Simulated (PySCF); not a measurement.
These 3 structures share the formula C2H7BO. Theory: PySCF, PBE0-D3(BJ)/def2-SVP geometry optimisation, gas phase. One conformer each; no zero-point energy, no entropy. No frequencies were run at this level. Point groups hold within 0.08 Å.

**Question.** Rank from lowest to highest electronic energy at this level (kJ/mol).
A. `[CH3:1][BH:2][O:3][CH3:4]` with C1–B2–O3–C4 179°
B. BMe2(OH) (`CB(C)O`)
C. `[BH2:1][CH2:2][O:3][CH3:4]` with H–B1–C2–O3 4° and -178°, B1–C2–O3–C4 -177°

**Answer.** B (0.0), A (93.5), C (337.0).

```csv
SMILES,E (Eh),E rel (kJ/mol),dipole (D),point group,"A, B, C (MHz)"
CB(C)O,-180.22676,0.0,1.47,near Cs,"8667, 7420, 4205"
CBOC,-180.19116,93.5,1.10,–,"36160, 3843, 3632"
BCOC,-180.09842,337.0,1.62,near Cs,"31416, 4276, 3951"
```

**Question.** How do the relative energies change in single points at PBE0/pcSseg-1 (no added dispersion term) on the same geometries?

**Answer.** 
```
SMILES  PBE0-D3(BJ)/def2-SVP (kJ/mol)  PBE0/pcSseg-1 (kJ/mol)  shift
CB(C)O                            0.0                     0.0    0.0
  CBOC                           93.5                    91.8   -1.7
  BCOC                          337.0                   332.1   -4.9
```

Each column counts from its own lowest isomer. The order is unchanged; the largest shift is 4.9 kJ/mol.
